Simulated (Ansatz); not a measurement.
`BCC=O` and `O=C[CH2][ZnH]` differ in one atom or group.

Ansatz, PBE0-D4/def2-TZVP geometries, multiplicity 1. Each molecule was computed in one conformer, which needn't be the lowest.

Scalar relativity is left out up to krypton.

| property | `BCC=O` |
| --- | --- |
| LUMO energy (ωB97M-V/def2-TZVPP) / eV | 0.17 |
| HOMO energy (PBE/def2-TZVPP) / eV | -5.95 |
| LUMO energy (B3LYP/def2-TZVPP) / eV | -2.02 |
| HOMO energy (PBE0/def2-TZVPP) / eV | -7.49 |
| size of the dipole moment (B3LYP/def2-TZVPP) / D | 2.69 |
| HOMO energy (ωB97M-V/def2-TZVPP) / eV | -9.89 |

(1) What does the change do to each property? (An estimate is asked.)

Answers

(1) Ansatz gave: 
```tsv
property	`O=C[CH2][ZnH]`	shift
LUMO energy (ωB97M-V/def2-TZVPP) / eV	0.45	0.28
HOMO energy (PBE/def2-TZVPP) / eV	-5.54	0.41
LUMO energy (B3LYP/def2-TZVPP) / eV	-1.33	0.69
HOMO energy (PBE0/def2-TZVPP) / eV	-7.09	0.40
size of the dipole moment (B3LYP/def2-TZVPP) / D	3.27	0.58
HOMO energy (ωB97M-V/def2-TZVPP) / eV	-9.47	0.42
```

With PBE0 the HOMO rises by 0.40 eV and the LUMO rises by 0.72 eV, so the gap widens by about 0.32 eV. PBE moves the HOMO by 0.41 eV and ωB97M-V by 0.42 eV. Dipoles are sizes alone; their direction can turn.

B3LYP here is the variant with VWN-RPA as its local correlation; programs differ in this.
